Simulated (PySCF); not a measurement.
Ge(H)(Cl)(OH)2, SMILES [OH][GeH]([OH])[Cl] (H₃ClGeO₂) (B3LYP/def2-SVP optimised geometry):

```
7

Ge    -0.195    -0.920     0.000
O     -0.699    -1.753     1.470
O     -0.926     0.696     0.000
Cl    -0.947    -1.923    -1.785
H      1.332    -0.920     0.000
H     -1.640    -1.642     1.666
H     -1.332     0.920    -0.849
```

Method: B3LYP/def2-TZVP (PySCF).

What are the frontier orbital energies and the dipole moment?

HOMO-2 -9.03 eV, HOMO-1 -8.97 eV, HOMO -8.90 eV, LUMO -0.68 eV, LUMO+1 0.27 eV; dipole moment 1.02 D.

Meta-Löwdin charges at B3LYP/def2-TZVP: Ge1 1.14, O2 -0.72, O3 -0.73, Cl4 -0.33, H5 -0.06, H6 0.35, H7 0.35.
